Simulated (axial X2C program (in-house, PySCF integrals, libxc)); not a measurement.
InP⁺: cheaper levels and CCSD(T), with spin–orbit coupling

Calculated with an in-house all-electron X2C program for linear molecules (integrals from PySCF). Two-component (2c) means X2C with spin–orbit coupling and atomic mean-field two-electron Coulomb and Gaunt terms. Basis: In dyall-cv3z [11s12p9d4f1g], P dyall-v3z [8s7p2d1f] (cores contracted in-house); Gaussian nuclei, density fitting, unrestricted open shells. Masses: In 114.904 u, P 30.974 u.

State: Ω = 3/2 (⟨Sz⟩ = 1.50, ⟨Lz⟩ = 0.00 at HF); fragments In+ + P.

```tsv
level	Re (Å)	ωe (cm⁻¹)	De (eV)
PBE0	2.895	120.9	0.432
MP2	3.159	87.0	0.240
M06	2.938	129.2	0.505
```

Correlated methods: 7 electrons correlated (number of frozen shells: In 4 s, 3 p, 2 d; P 2 s, 1 p), 231 virtual spin orbitals or spinors in MP2, 90 natural virtuals in coupled cluster.

CCSD(T), same Hamiltonian and basis:

Re = 3.105 Å, ωe = 90.6 cm⁻¹, De = 0.25 eV; T1 = 0.012 (Lee–Taylor normalisation).

Q: Give the differences from CCSD(T) in the columns below.

A: 

| level | ΔRe (Å) | Δωe (cm⁻¹) |
| --- | --- | --- |
| PBE0 | -0.210 | 30.3 |
| MP2 | 0.054 | -3.6 |
| M06 | -0.167 | 38.6 |

Occupations by symmetry block were frozen at the best pattern of an incomplete PBE0 search. De is counted from the lowest determinant-based energies of the atoms at the same level, without counterpoise correction. Density functionals use the spin component along the axis (collinear). Coupled cluster ran in a truncated set of natural virtual spinors; the MP2 energy of the rest was added. (T) has no such correction and the atoms are truncated less, which lowers De at CCSD(T) by a hundredth of an eV or more. With several unpaired electrons one determinant need not be a pure state. This is the top spin component of a Σ state; components of lower Ω are not single determinants and can lie lower. With the outer-core shells frozen, correlated bond lengths of heavy atoms tend to come out a few hundredths of an ångström too long. The levels of this run spread widely (ωe from 87 to 129 cm⁻¹), so these constants depend on the method. The bond is weak, and without diffuse functions and with truncated virtuals even CCSD(T) can be tens of per cent off in De.
